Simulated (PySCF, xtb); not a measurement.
Cu2, SMILES [Cu][Cu], multiplicity 1.

Harmonic wavenumbers (cm⁻¹) from xtb with GFN2-xTB at its own minimum, in rising order: 291.

**Question.** What does PySCF with r2SCAN-D4/def2-TZVP give at its own minimum? (An estimate is asked for; the answer gives what the named calculation found.)

**Answer.** 267. Paired by order, the mean absolute difference is 24 cm⁻¹ and the zero-point energies are 0.4 and 0.4 kcal/mol.
